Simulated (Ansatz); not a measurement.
All values below come from Ansatz (an electronic-structure program) with CAM-B3LYP-D3(BJ)/def2-TZVP // PBE0-D3(BJ)/def2-SVP. Gas-phase values, no solvent. One relaxed conformer stands for a flexible species; it need not be the lowest.  In the def2 sets, heavy atoms carry core potentials.

Reference species (SMILES): `[Sn]([OH])([OH])([OH])[CH2]c1ccccc1` (neutral, multiplicity 1).

```yaml
LUMO: -0.30 eV
HOMO: -8.25 eV
HOMO–LUMO gap: 7.96 eV
```

Changed species: `[OH][Sn]([OH])([OH])[C](F)(F)F` (Y = trifluoromethyl; the reference has Y = benzyl).

Task: Give the shifts of the LUMO, HOMO and HOMO–LUMO gap.

Result: the LUMO drops by 0.49 eV, to -0.79 eV; the HOMO falls by 2.08 eV, to -10.33 eV; the HOMO–LUMO gap increases by 1.58 eV, to 9.54 eV.
